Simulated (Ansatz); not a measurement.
Geometry optimisation, Ansatz 0.2.0, RHF/def2-SVP.

The input (input.yaml):

```yaml
crystal:
  periodic: [false, false, false]
  atoms:
    - { symbol: Sn, position_ang: [0.418006, -0.373707, -0.409927] }
    - { symbol: O, position_ang: [-0.64104, -0.175835, 2.563859] }
    - { symbol: H, position_ang: [-1.401543, -0.669033, 2.831947] }
    - { symbol: H, position_ang: [1.094511, -0.560968, -1.983454] }
    - { symbol: H, position_ang: [0.671451, 1.222843, 0.11047] }
    - { symbol: H, position_ang: [-1.210062, -0.871047, -0.464926] }
    - { symbol: "N", position_ang: [1.4128, -1.653117, 0.902645] }
    - { symbol: H, position_ang: [1.339852, -2.625761, 0.656917] }
    - { symbol: H, position_ang: [2.391308, -1.446263, 1.010608] }
    - { symbol: H, position_ang: [0.083417, -0.822112, 2.523361] }
basis:
  gaussian: { orbitals: def2-SVP }
hamiltonian:
  xc: hf
relax:
  f_tol: 0.03
  max_steps: 50
```

Launched with:

```bash
$ ansatz run input.yaml --threads 1 --pin off --max-ram 2048MiB --backend cpu --events-out ev --progress --plain --runs-dir out
```

Question: Where does it end, and by what steps?

Answer: The run converged. After 7 steps the energy has fallen by 0.047 eV; O2 moved furthest, 0.25 Å.

```json
{"step": "0", "energy less start (eV)": "0.0000", "largest force component (eV/Å)": "0.825", "accepted": "yes"}
{"step": "1", "energy less start (eV)": "0.1441", "largest force component (eV/Å)": "3.442", "accepted": "no"}
{"step": "2", "energy less start (eV)": "-0.0144", "largest force component (eV/Å)": "1.224", "accepted": "yes"}
{"step": "3", "energy less start (eV)": "-0.0312", "largest force component (eV/Å)": "0.635", "accepted": "yes"}
{"step": "4", "energy less start (eV)": "0.0010", "largest force component (eV/Å)": "1.097", "accepted": "no"}
{"step": "5", "energy less start (eV)": "-0.0427", "largest force component (eV/Å)": "0.300", "accepted": "yes"}
{"step": "6", "energy less start (eV)": "-0.0447", "largest force component (eV/Å)": "0.124", "accepted": "yes"}
{"step": "7", "energy less start (eV)": "-0.0470", "largest force component (eV/Å)": "0.021", "accepted": "yes"}
```

```xyz
10
Properties=species:S:1:pos:R:3
Sn 0.441 -0.363 -0.504
O -0.561 -0.275 2.784
H -1.336 -0.801 2.904
H 1.144 -0.662 -2.044
H 0.732 1.244 -0.036
H -1.213 -0.772 -0.556
N 1.308 -1.578 0.915
H 1.289 -2.560 0.700
H 2.258 -1.339 1.146
H 0.097 -0.869 2.433
```

Run time: 18 s on 1 thread of Arm Neoverse V2, on a shared host, peak memory 0.17 GiB.
